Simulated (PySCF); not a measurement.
C3H8Si, SMILES C1C[SiH2]C1.

Geometry optimised at B3LYP-D3(BJ)/def2-SVP.

Calculation: TDA-PBE0/def2-SVPD (PySCF).

Vertical excitations.  State labels are in the subgroup Cs.

```tsv
state	symmetry	energy (eV)	λ (nm)	f	main pairs
S1	A"	6.89	180	0.018	HOMO→LUMO 98 %
S2	A'	7.34	169	0.012	HOMO→LUMO+1 98 %
S3	A'	7.51	165	0.088	HOMO−1→LUMO 92 %
S4	A"	7.61	163	0.029	HOMO−1→LUMO+1 97 %
S5	A"	7.94	156	0.000	HOMO−2→LUMO 89 %
S6	A'	7.96	156	0.036	HOMO→LUMO+2 78 %, HOMO→LUMO+3 15 %
S7	A'	8.12	153	0.047	HOMO→LUMO+3 78 %, HOMO→LUMO+2 14 %
S8	A"	8.24	150	0.034	HOMO−1→LUMO+2 90 %
S9	A"	8.38	148	0.020	HOMO−1→LUMO+3 85 %
S10	A'	8.47	146	0.025	HOMO−2→LUMO+1 84 %
T1	A"	6.48	191	0	HOMO→LUMO 95 %
T2	A'	6.57	189	0	HOMO−1→LUMO 92 %
T3	A'	7.08	175	0	HOMO→LUMO+1 92 %
T4	A"	7.42	167	0	HOMO−1→LUMO+1 94 %
```
Triplets are in the Tamm–Dancoff approximation.
